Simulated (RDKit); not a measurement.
Job for RDKit: UFF on CH6BP (SMILES CBP), a point of a torsion scan.

```python
from rdkit import Chem
from rdkit.Chem import AllChem, rdDetermineBonds

blocks = [
'''9

C    -1.14875392    0.16026212   -0.24904338
B     0.03871614   -0.29889803    0.65607346
P     1.85007207    0.10831840    0.13384055
H    -2.10799744    0.22691206    0.25946511
H    -0.96710055    1.09535210   -0.77678823
H    -1.25978912   -0.60066943   -1.02616101
H    -0.14848407   -0.95906032    1.60626005
H     2.08428703    0.84486695    1.28831346
H     2.41237233   -1.01710231    0.72387941
''',
]
mol = None
for b in blocks:
    f = Chem.MolFromXYZBlock(b)
    rdDetermineBonds.DetermineBonds(f, charge=0)
    mol = f if mol is None else Chem.CombineMols(mol, f)
Chem.SanitizeMol(mol)
print(Chem.MolToSmiles(Chem.RemoveHs(mol)))
ff = AllChem.UFFGetMoleculeForceField(mol, vdwThresh=100.0, ignoreInterfragInteractions=False)
e = ff.CalcEnergy()
print(f'UFF energy {e:.6f} kcal/mol')
```

Output:

```
CBP
UFF energy 4.462657 kcal/mol
```

The run finished.

Cost: around 0.020 core-seconds (rough).
